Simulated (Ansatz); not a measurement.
`F[CH2][GaH][I]` + `[SiH3]C1C=C1` → `F[CH2][GaH][SiH3]` + `IC1C=C1`  (formal exchange of groups at a Ga–I bond)

Computed with Ansatz on PBE0-D4/def2-TZVP structures; ΔE is electronic, products minus reactants. CCSD(T)/CBS adds triple-zeta CCSD(T) − MP2 to the extrapolated MP2 energy (def2 sets, frozen cores). DFT in def2-TZVPP. B3LYP here is the variant with VWN-RPA as its local correlation; programs differ in this. HSE06 is defined as in plane-wave codes. Elements past krypton have def2 core potentials. For Ga, I outer-core shells are correlated without core-valence functions, which leaves a few kJ/mol of doubt a bond. Scalar relativity is left out up to krypton. One conformer a species, not always the lowest.

`F[CH2][GaH][I]`:

Z-matrix (Å, degrees):
```
C
Ga 1 1.984
F 1 1.387 2 111.7
H 1 1.095 2 110.1 3 -120.9
H 1 1.095 2 110.1 3 120.9
I 2 2.499 1 112.9 3 -179.9
H 2 1.557 1 129.5 3 0.2
```

`[SiH3]C1C=C1`:

```xyz
10

Si   -0.996    0.613   -0.870
C    -0.049    0.054    0.641
C     0.756   -1.229    0.652
C     1.452   -0.152    0.614
H    -2.394    0.094   -0.856
H    -1.073    2.099   -0.943
H    -0.309    0.108   -2.091
H    -0.482    0.368    1.597
H     0.692   -2.303    0.675
H     2.404    0.348    0.581
```

`F[CH2][GaH][SiH3]`:

Z-matrix (Å, degrees):
```
C
Ga 1 1.993
F 1 1.390 2 113.0
H 1 1.097 2 110.4 3 121.2
H 1 1.097 2 110.4 3 -121.2
Si 2 2.418 1 119.3 3 179.7
H 2 1.570 1 119.1 3 -0.2
H 6 1.490 2 112.9 1 0.8
H 6 1.491 2 110.3 1 -119.8
H 6 1.491 2 110.4 1 121.5
```

`IC1C=C1`:

Z-matrix (Å, degrees):
```
C
C 1 1.462
C 1 1.462 2 52.6
I 1 2.177 2 120.5 3 106.9
H 1 1.085 2 124.4 3 -109.8
H 2 1.077 1 145.7 3 -176.4
H 3 1.076 1 145.7 2 176.4
```

| level | ΔE (kcal/mol) | difference from CCSD(T)/CBS |
| --- | --- | --- |
| LDA (SPW92) | 30.9 | -3.8 |
| PBE-D4 | 30.4 | -4.3 |
| revPBE-D4 | 30.2 | -4.5 |
| BLYP-D4 | 31.1 | -3.6 |
| B97M-V | 32.4 | -2.3 |
| r2SCAN0-D4 | 34.9 | 0.2 |
| HSE06-D4 | 33.0 | -1.7 |
| BHLYP-D4 | 36.4 | 1.7 |
| CAM-B3LYP-D4 | 34.9 | 0.2 |
| ωB97X-V | 34.9 | 0.2 |
| ωB97M-V | 35.6 | 0.9 |
| B2PLYP | 34.6 | -0.1 |
| PBE-QIDH | 35.6 | 0.9 |
| PBE | 30.3 | -4.4 |
| revPBE | 30.0 | -4.7 |
| BLYP | 31.0 | -3.7 |
| r2SCAN | 33.1 | -1.6 |
| PBE0 | 32.9 | -1.8 |
| B3LYP | 33.2 | -1.5 |
| r2SCANh | 33.8 | -0.9 |
| r2SCAN0 | 34.9 | 0.2 |
| HSE06 | 32.9 | -1.8 |
| BHLYP | 36.3 | 1.6 |
| CAM-B3LYP | 34.8 | 0.1 |
| LC-ωPBE | 35.0 | 0.3 |
| RPA@PBE/def2-TZVPP | 33.3 | -1.4 |
| HF/def2-SVP | 40.4 | 5.7 |
| MP2/def2-SVP | 38.0 | 3.3 |
| CCSD/def2-SVP | 37.3 | 2.6 |
| CCSD(T)/def2-SVP | 36.7 | 2.0 |
| HF/def2-TZVPP | 39.8 | 5.1 |
| MP2/def2-TZVPP | 36.3 | 1.6 |
| SCS-MP2/def2-TZVPP | 36.1 | 1.4 |
| CCSD/def2-TZVPP | 35.6 | 0.9 |
| CCSD(T)/def2-TZVPP | 34.8 | 0.1 |
| HF/def2-QZVPP | 39.7 | 5.0 |
| SCS-MP2/def2-QZVPP | 36.2 | 1.5 |
| HF/CBS(def2) | 39.7 | 5.0 |
| MP2/CBS(def2) | 36.2 | 1.5 |
| CCSD/CBS(def2) | 35.5 | 0.8 |
| CCSD(T)/CBS | 34.7 | 0 |

Problem. What do rigid-rotor, harmonic-oscillator terms from PBE0-D4/def2-TZVP frequencies (298.15 K, 1 bar) make of the CCSD(T)/CBS value? (Estimate.)

Solution. Ansatz gave: ΔZPE = -0.7 kcal/mol, ΔH = +34.2 kcal/mol, ΔS = 11 J/(mol·K), ΔG = +33.4 kcal/mol. Modes under 50 cm⁻¹ make the entropy rough.

Largest T1 diagnostic among the species: 0.013.

In def2-TZVPP, CCSD(T) changes the Hartree–Fock value by −5.1 kcal/mol (the triples alone add −0.8 kcal/mol) and MP2 by −3.5 kcal/mol. From BLYP to BHLYP (50 % exact exchange), in def2-TZVPP and without D4, ΔE moves by +5.3 kcal/mol. Leaving LDA and LC-ωPBE aside and taking each functional with its dispersion term where it has one, the values spread over 6.2 kcal/mol, from revPBE-D4 to BHLYP-D4.

CCSD(T)/CBS has its own doubt, a few kJ/mol and more with outer-core shells, so smaller differences from it don't rank the levels.
